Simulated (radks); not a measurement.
Values are calculated unless marked as measured or tabulated.
Question: Successive ionisation energies (eV) of one element, from differences of total energies of ions in their ground configurations, starting at charge 0: 10.538, 19.867, 30.082, 51.403, 65.663, 220.85, 264.13, 308.90, 373.48, 425.81, 479.22, 558.21, 613.10, 2816.2, 3068.1. Code: a radial shooting solver on a logarithmic mesh with Libxc functionals. Model: scalar-relativistic Kohn-Sham, PBE, spin-polarised, spherical densities, finite nucleus; open shells are filled with parallel spins first; Fermi nuclear charge, rms radius 3.1889 fm. Which element is it?

Answer: Phosphorus (Z = 15). The first species listed is P in [Ne] 3s2 3p3, the last P14+ in 1s1.
